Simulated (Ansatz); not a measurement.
An input meant for the cluster Mg₄Te₃⁺ (charge 1, doublet).

```yaml
crystal:
  periodic: [false, false, false]
  atoms:
    - {symbol: Mg, position_ang: [-1.573496, -1.070257, -0.895248]}
    - {symbol: Mg, position_ang: [1.176882, -1.578782, 0.738598]}
    - {symbol: Mg, position_ang: [1.109720, 0.554001, -1.696979]}
    - {symbol: Mg, position_ang: [-0.383521, 1.125398, 0.996365]}
    - {symbol: Te, position_ang: [-1.426196, 1.558194, -1.615516]}
    - {symbol: Te, position_ang: [-1.333291, -1.433156, 1.799313]}
    - {symbol: Te, position_ang: [2.429892, 0.844611, 0.673469]}
basis:
  gaussian: {orbitals: def2-SVPD}
total_charge: 1
magnetization: {spin_polarized: true, initial_magnetization: 1}
hamiltonian: {xc: {name: HF}}
correlation: {active_space: {window: {electrons: 6, orbitals: 2}}}
scf: {omitted_lower_state_checks: [starts]}
```

```sh
$ ansatz run in.yaml --threads 4 --pin off --events-out ev --progress --plain --max-ram 4787MiB
```

Problem. Predict how Ansatz answers.

Solution. The input was rejected before any iteration.
```
Error: invalid value for `correlation.active_space`: it starts from restricted Hartree–Fock orbitals; set hamiltonian.xc: hf without magnetization.spin_polarized
```
